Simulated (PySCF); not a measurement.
# Löwdin shares of the frontier orbitals

C3H8O2Si.
Cartesian coordinates in Å at the GFN2-xTB level; atoms count from 1:
```xyz
14
C3H8O2Si angstrom
C     -2.028    0.964    0.664
Si    -1.339   -0.752    0.253
O      0.330   -0.725    0.218
C      1.060   -0.040   -0.652
C      2.538   -0.229   -0.431
O      0.576    0.641   -1.515
H     -1.783    1.678   -0.119
H     -1.614    1.343    1.596
H     -3.108    0.941    0.768
H     -1.829   -1.246   -1.031
H     -1.476   -1.718    1.338
H      2.784   -1.279   -0.576
H      2.788    0.037    0.593
H      3.100    0.384   -1.128
```

Computed with TDDFT CAM-B3LYP/def2-SVPD, vertical, gas phase, core orbitals frozen in the response in PySCF 2.14.0, density-fitted response routines.

Frontier orbitals with the atoms that hold most of them (Löwdin shares over 4%, at most four atoms; ? is withheld):

```
orbital  ε (eV)                              atoms
 LUMO+2    1.51    Si2 28%, C4 12%, O6 11%, C1 10%
 LUMO+1    1.20    Si2 19%, C5 17%, C4 15%, O3 11%
   LUMO    1.07                                  ?
   HOMO       ?       O6 66%, O3 10%, C5 8%, C4 8%
 HOMO-1  -10.28                                  ?
 HOMO-2  -10.82  Si2 28%, O3 19%, H11 18%, H10 14%
 HOMO-3  -11.35    O6 34%, C1 12%, Si2 12%, O3 12%
```

(1) Give the leading atoms of the LUMO.

(2) Give the leading atoms of the HOMO-1.

(3) What is the HOMO energy, and the HOMO–LUMO gap?

Answers

(1) C4 (bonded to C and 2 O) 20%; Si2 (bonded to C, O and 2 H) 16%; O6 (bonded to C) 16%; C1 (bonded to Si and 3 H) 10%. By element: carbon 30% or more, silicon 16%, oxygen 16% or more.

(2) C1 (bonded to Si and 3 H) 25%; O3 (bonded to C and Si) 24%; Si2 (bonded to C, O and 2 H) 17%; O6 (bonded to C) 13%. By element: oxygen 37%, carbon 25% or more, silicon 17%.

(3) ε(HOMO) = -9.59 eV; the gap is 10.66 eV (0.3917 hartree).

Problem. How does S1 compare with the orbital gap of 10.66 eV?

Solution. S1 is at 5.86 eV (f = 0.0009), 4.80 eV below the gap, made of HOMO→LUMO (56%), HOMO→LUMO+2 (28%). 

Next come S2 at 7.76 eV (f 0.027), HOMO→LUMO+1 (82%); S3 at 8.07 eV (f 0.105), HOMO-1→LUMO (70%), HOMO-1→LUMO+1 (14%); S4 at 8.21 eV (f 0.0004), HOMO-2→LUMO (26%), HOMO-1→LUMO+2 (16%), HOMO-1→LUMO+1 (14%); S5 at 8.26 eV (f 0.022), HOMO-2→LUMO (20%), HOMO-1→LUMO+1 (18%), HOMO-1→LUMO+2 (16%).

The run took 24 s wall on x86-64 server, one thread (shared host).

One conformer stands for the species.
